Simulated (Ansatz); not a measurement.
System: sum formula HBO, charge 0, multiplicity 1. 
Coordinates optimised at B3LYP-D3(BJ)/def2-TZVP (Ansatz, a quantum-chemistry and plane-wave program):
SMILES: [B]O
```xyz
3

B     -0.2509    -0.5836    -0.6006
O      0.0479     0.2685     0.3281
H      0.8717     0.7704     0.3784
```

Basis-set convergence of Hartree-Fock and CCSD correlation energies (hartree) with Ansatz. Valence correlation only, unless marked. Spin-orbit coupling is left out. No relativistic terms.

```tsv
basis	functions	E(HF)	E(corr, CCSD)
aug-cc-pVDZ	55	-100.11487	-0.28067
aug-cc-pVTZ	115	-100.14303	-0.33271
aug-cc-pVQZ	206	-100.14977	-0.35062
```

Extrapolating the two largest sets (X = 3 and 4) as X^-3: E(corr) = (64·(-0.35062) - 27·(-0.33271))/37 = -0.3637 Eh, an estimate of the basis-set limit. The largest set recovers 96.4 % of it, the smallest 77.2 %.
